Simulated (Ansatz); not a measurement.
Mulliken charges of `C=C(F)S[SiH3]` from ωB97M-V/def2-TZVPP in Ansatz (PBE0-D4/def2-TZVP geometry).

```tsv
atom	x (Å)	y (Å)	z (Å)	charge (e)
C1	-1.680	0.814	1.194	-0.235
C2	-0.589	0.741	0.452	0.182
F3	0.577	1.220	0.912	-0.187
S4	-0.516	0.114	-1.184	-0.128
Si5	1.341	-0.967	-1.082	0.159
H6	-1.648	1.299	2.161	0.114
H7	-2.610	0.398	0.835	0.114
H8	1.368	-1.718	-2.361	-0.006
H9	1.332	-1.893	0.077	-0.007
H10	2.508	-0.059	-1.001	-0.005
```

**Question.** By hand: the dipole of these point charges (1 e Å = 4.8032 D).

**Answer.** Σ q r = (-0.057, -0.236, -0.029) e Å, of length 0.245 e Å = 1.18 D.

**Question.** How does the dipole of the full density compare? (Best estimate.)

**Answer.** Ansatz gave: (-0.038, -0.148, 0.033) e Å, 0.75 D; the point charges give 1.57 times that, at 19° from its direction.

Point charges leave out the atoms' own dipoles, such as those of lone pairs, and Mulliken's split depends on the basis, so the two needn't agree.
